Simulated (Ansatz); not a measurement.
Calculated with Ansatz (gas phase, PBE0-D4/def2-TZVP geometries, no zero-point term in ΔE). CBS: MP2 limit from def2 TZ/QZ plus the TZ coupled-cluster correction, frozen cores. This one scheme is used for every species. Functionals use def2-TZVPP. One conformer a species, not always the lowest.

`[NH2][AlH][SiH2]O` + `O[SiH2]F` → `O[SiH2]O[SiH2]F` + `[NH2][AlH2]`  (cleavage of the Si–Al bond)

CCSD(T)/CBS gives -139.7 kJ/mol.

Problem. Another level gave -136.1 kJ/mol. Which?
A. PBE-QIDH/def2-TZVPP
B. PBE0-D4/def2-TZVPP
C. BHLYP-D4/def2-TZVPP
D. ωB97M-V/def2-TZVPP

Solution. A. PBE-QIDH -136.1, ωB97M-V -143.9, BHLYP-D4 -151.8, PBE0-D4 -121.2 kJ/mol.

Largest T1 diagnostic among the species: 0.012.

Leaving LDA and LC-ωPBE aside and taking each functional with its dispersion term where it has one, the values, not all of them listed here, spread over 41.3 kJ/mol, from BHLYP-D4 to PBE-D4. LDA lies −7.4 kJ/mol from PBE without D4. From BLYP to BHLYP (50 % exact exchange), in def2-TZVPP and without D4, ΔE moves by −22.2 kJ/mol. In def2-TZVPP, CCSD(T) changes the Hartree–Fock value by +26.4 kJ/mol (the triples alone add +3.6 kJ/mol) and MP2 by +18.3 kJ/mol.
